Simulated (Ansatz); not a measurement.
Molecule: tetrasiletane, Si4H8, net charge 0, singlet state. 
Coordinates optimised at B3LYP-D3(BJ)/def2-TZVP (Ansatz, a first-principles code):
SMILES: [SiH2]1[SiH2][SiH2][SiH2]1
```xyz
12

Si     0.3520     0.4396     1.5510
Si     1.5059     0.4417    -0.5098
Si    -0.5752     0.0254    -1.5464
Si    -1.2827    -0.9067     0.5052
H      1.0350    -0.0544     2.7713
H     -0.2041     1.7910     1.8184
H      2.3671    -0.7650    -0.6063
H      2.2946     1.6338    -0.9053
H     -0.6266    -0.7967    -2.7797
H     -1.2835     1.3088    -1.7876
H     -0.8794    -2.3348     0.5755
H     -2.7031    -0.7827     0.9138
```

Parts of the frozen-core correlation energy in aug-cc-pV(D+d)Z (Ansatz, hartree). Frozen orbitals: 20; correlated occupied orbitals by spin: 12 and 12; virtual: 168 and 168. Spin-orbit coupling is left out. No relativistic terms.

```csv
term,value
reference (HF),-1160.38922
MP2 opposite-spin,…
MP2 same-spin,…
CCSD correlation,…
(T),-0.01835
T1 diagnostic,0.016
largest doubles amplitude,0.020
```

Question: Fill in the missing entries.

Answer: 
- MP2 opposite-spin, value: -0.34371
- MP2 same-spin, value: -0.07334
- CCSD correlation, value: -0.49874
